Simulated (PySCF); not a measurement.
C3H6Cl, SMILES C[C](C)Cl (connectivity only; charge and spin as stated), charge +1, multiplicity 1.

The structure is a stationary point at PBE-D3(BJ)/def2-SVP. The multiplicity is an assumed one; other spin states were not compared. The isomer is the one that the SMILES or the coordinates give; other isomers of the formula were not compared.

Method: PBE-D3(BJ)/def2-SVP (PySCF).

Frequencies are harmonic and unscaled.

Question: Estimate the vibrational spectrum. (The exact figures need the calculation; the answer reports its results.)

Answer: 
| mode | ν (cm⁻¹) | IR (km/mol) | moving atoms (share of kinetic energy) |
|---|---|---|---|
| 1 | 96 | 1.6 | H 95 % |
| 2 | 172 | 4.2 | H 99 % |
| 3 | 379 | 1.4 | C 43 %, H 37 %, Cl 20 % |
| 4 | 381 | 3.4 | C 54 %, H 25 %, Cl 21 % |
| 5 | 445 | 5.5 | C 49 %, H 48 % |
| 6 | 691 | 11.5 | C 48 %, Cl 26 %, H 25 % |
| 7 | 765 | 17.2 | H 74 %, C 23 % |
| 8 | 920 | 18.1 | H 66 %, C 34 % |
| 9 | 942 | 8.5 | H 53 %, C 45 % |
| 10 | 963 | 31.7 | C 50 %, H 49 % |
| 11 | 1184 | 188.8 | C 58 %, H 40 % |
| 12 | 1245 | 21.7 | H 83 %, C 17 % |
| 13 | 1260 | 55.9 | H 86 %, C 14 % |
| 14 | 1297 | 173.5 | H 59 %, C 41 % |
| 15 | 1321 | 7.5 | H 85 %, C 15 % |
| 16 | 1330 | 1.0 | H 87 %, C 13 % |
| 17 | 1403 | 9.6 | H 80 %, C 20 % |
| 18 | 1417 | 64.4 | H 60 %, C 40 % |
| 19 | 2898 | 163.8 | H 95 % |
| 20 | 2909 | 43.0 | H 95 % |
| 21 | 3024 | 5.0 | H 93 % |
| 22 | 3027 | 34.6 | H 93 % |
| 23 | 3114 | 23.0 | H 90 %, C 10 % |
| 24 | 3116 | 8.3 | H 90 %, C 10 % |
